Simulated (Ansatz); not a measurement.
Relaxation of CH₃BO₃S (9 atoms, charge 0, multiplicity 1), to a largest force component of 0.015 eV/Å in at most 40 steps.

The calculation used Ansatz, RKS PBE0-D4/STO-3G.

```xyz
9
Properties=species:S:1:pos:R:3
O 0.585 -1.869 -0.743
C 0.611 -0.763 -0.086
O 1.820 -0.301 0.339
B -0.607 0.055 0.249
O -1.980 -0.444 -0.222
S -0.577 1.649 1.258
H 2.728 -0.811 0.144
H -2.071 0.006 -1.097
H -0.730 0.980 2.447
```

Where does it end, and by what steps?

The forces met the threshold. Limits of this set-up: minimal basis. After 20 steps the energy has fallen by 2.927 eV; H9 moved furthest, 1.30 Å.

| step | energy less start (eV) | largest force component (eV/Å) | accepted |
| --- | --- | --- | --- |
| 0 | 0.0000 | 5.946 | yes |
| 1 | -0.9443 | 2.728 | yes |
| 2 | -1.2935 | 1.340 | yes |
| 3 | -1.5507 | 1.278 | yes |
| 4 | -1.8651 | 1.692 | yes |
| 5 | -2.2184 | 1.775 | yes |
| 6 | -2.4886 | 2.857 | yes |
| 7 | -2.7166 | 2.383 | yes |
| 8 | -2.8617 | 0.894 | yes |
| 9 | -2.9070 | 0.452 | yes |
| 10 | -2.9206 | 0.092 | yes |
| 11 | -2.9225 | 0.044 | yes |
| 12 | -2.9240 | 0.063 | yes |
| 13 | -2.9188 | 0.412 | no |
| 14 | -2.9250 | 0.020 | yes |
| 15 | -2.9259 | 0.065 | yes |
| 16 | -2.9261 | 0.170 | yes |
| 17 | -2.9269 | 0.046 | yes |
| 18 | -2.9269 | 0.048 | yes |
| 19 | -2.9268 | 0.081 | no |
| 20 | -2.9271 | 0.010 | yes |

```xyz
9
Properties=species:S:1:pos:R:3
O 0.912 -1.728 -0.835
C 0.609 -0.788 -0.065
O 1.584 -0.297 0.850
B -0.776 0.007 0.077
O -1.759 -0.384 -0.783
S -0.933 1.287 1.293
H 2.393 -0.887 0.648
H -2.593 0.167 -0.624
H 0.342 1.124 1.727
```

Whether the end is a true minimum wasn't checked by a vibrational analysis.

The run took 81 s on 1 CPU thread of a shared host.
